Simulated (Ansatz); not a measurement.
System: CF, net charge 0, doublet state. SMILES: [C]F
Geometry from a B3LYP-D3(BJ)/def2-TZVP (Ansatz, a program for electronic structure) optimisation:
```xyz
2

C      0.0000     0.0000    -0.7653
F      0.0000     0.0000     0.5102
```
Charge 0, spin multiplicity 2.

Quantity: vertical electron affinity (to the triplet state of charge -1; a negative value means that the extra electron is unbound and the number depends on the basis; each state is the SCF solution reached for its spin), in eV. Valence correlation only, unless marked. Open shells are spin-unrestricted. Spin-orbit coupling is left out. Non-relativistic. Anions need diffuse functions: aug- sets have them; def2-D sets add few. CBS marks a two-point X^-3 extrapolation of the correlation energy; Hartree-Fock from the larger set.

```
level             program  vertical electron affinity (eV)
----------------  -------  -------------------------------
SVWN5/def2-TZVPD   Ansatz                             0.24
PBE/def2-TZVPD     Ansatz                             0.04
B3LYP/def2-TZVPD   Ansatz                             0.07
PBE0/def2-TZVPD    Ansatz                             0.07
```

Problem. Predict the CCSD(T)/CBS(aug-cc-pVTZ,aug-cc-pVQZ) result (Ansatz).

Solution. 0.11 eV, so PBE0/def2-TZVPD differs from it by -0.04 eV.
